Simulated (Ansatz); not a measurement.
```yaml
atoms:
  - { symbol: F, position_ang: [-0.9150, -0.9150, -0.9150] }
  - { symbol: Li, position_ang: [-0.9150, -0.9150, 0.9150] }
  - { symbol: Li, position_ang: [-0.9150, 0.9150, -0.9150] }
  - { symbol: F, position_ang: [-0.9150, 0.9150, 0.9150] }
  - { symbol: Li, position_ang: [0.9150, -0.9150, -0.9150] }
  - { symbol: F, position_ang: [0.9150, -0.9150, 0.9150] }
  - { symbol: F, position_ang: [0.9150, 0.9150, -0.9150] }
  - { symbol: Li, position_ang: [0.9150, 0.9150, 0.9150] }
```

RHF on singlet Li4F4 was run in several spherical basis sets with Ansatz (development build ahead of 0.2.0).

Rank the basis sets by the total energy that they give, lowest first, with the distance from the lowest.
A. 6-31++G(d,p)
B. def2-SVP
C. 6-31G

A (0.00 eV), C (0.86 eV), B (9.29 eV).

Totals follow the description of the cores as much as that of the bonds, so this order isn't one of quality for chemistry.
